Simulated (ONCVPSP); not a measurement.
# What the settings do to the ONCV potential of cadmium

Base potential:

ONCVPSP 4.0.1 input, shortened (lines: element, Z, core and valence counts, functional; n l f; lmax; l rc ep ncon nbas qcut; lloc lpopt rc5 dvloc0; l nproj debl; icmod fcfact rcfact), PBE, non-relativistic:

```
  Cd 48.00    6    5        4      upf
    1    0    2.00
    2    0    2.00
    2    1    6.00
    3    0    2.00
    3    1    6.00
    3    2   10.00
    4    0    2.00
    4    1    6.00
    4    2   10.00
    5    0    1.00
    5    1    1.00
    2
    0    1.25    0.00    4    8    9.40
    1    1.85    0.00    4    7    8.80
    2    1.25    0.00    3    6    6.40
    4    5    0.80    6.00
    0    3    1.40
    1    2    0.60
    2    2    3.20
    2    0.50    1.00
```

Cutoffs, loose and tight: the cutoffs (Ha) at which the residual kinetic energy of the hardest occupied pseudo-wave falls to 1 and 0.1 mHa per electron. They do not see the model core or the augmentation charge, which bear on the density cutoff. Test errors are all-electron minus pseudo excitation energies from the reference, over the configurations 4s2 4p6 4d10 5s2 5p0; 4s2 4p6 4d10 5s1 5p0; 4s2 4p6 4d10 5s0 5p0; 4s2 4p6 4d9 5s2 5p0. A dash means not determined; rows that change the core or the reference have their own tests.

```csv
change,outcome,bound ghosts,GHOST(+) flags above zero,largest test error (meV)
base,generated,none,s,-1.7
"local potential polynomial inside 0.80 bohr (lpopt 5, dvloc0 -2 Ha)",generated,none,"s, d",-1.6
"local potential polynomial inside 0.80 bohr (lpopt 5, dvloc0 -0.5 Ha)",generated,none,"s, d",-1.6
"local potential polynomial inside 0.80 bohr (lpopt 5, dvloc0 2 Ha)",generated,none,"s, d",-1.6
"local potential polynomial inside 0.80 bohr (lpopt 5, dvloc0 3.5 Ha)",generated,none,"s, d",-1.7
"local potential polynomial inside 0.80 bohr (lpopt 5, dvloc0 7.5 Ha)",generated,none,s,-1.7
"local potential polynomial inside 0.80 bohr (lpopt 5, dvloc0 9 Ha)",generated,none,s,-1.7
```

Reading the sweep of the dvloc0 (base included, trends over the rows without a ghost): The median size of the test errors (rows with all tests solved) stays near 0.2 meV.
